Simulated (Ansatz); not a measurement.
Bond stretch in SiH (cation, charge +1), singlet.

Level of theory: full CI/def2-TZVP, frozen core run with Ansatz (a program for electronic structure).

Q: Relative to R = 1.52 Å, what are the energies at R = 1.22, 1.76, 2.04, 2.72 Å?

A: 25.2 kcal/mol at 1.22 Å, 8.6 kcal/mol at 1.76 Å, 26.6 kcal/mol at 2.04 Å, 61.4 kcal/mol at 2.72 Å.
